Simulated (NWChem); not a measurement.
Correlation energy of diphosphane (H4P2)

SMILES: PP
```xyz
6

P      1.0086     0.5217     0.0000
P     -1.0086    -0.5217     0.0000
H      1.5409    -0.3163     1.0313
H      1.5409    -0.3163    -1.0313
H     -1.5409     0.3163     1.0313
H     -1.5409     0.3163    -1.0313
```
Charge 0, spin multiplicity 1.

Everything below was run with NWChem. All single points use one geometry, from B3LYP/def2-SVP, a minimum by its harmonic frequencies. It is one conformer; others weren't searched.

Basis set: def2-SVP. Each correlation energy counts from its own Hartree-Fock reference.

The correlated methods keep 10 core orbitals frozen. Coupled-cluster values serve here as a point of comparison, not as the truth.

Q: One of these methods gave a correlation energy of -299.6 mHa. Which?
A. CCSD+T(CCSD)
B. CR-CCSD(T)
C. MP2
D. SCS-MP2

A: B, CR-CCSD(T). The others give -256.3 (SCS-MP2), -301.6 (CCSD+T(CCSD)), -247.4 (MP2).
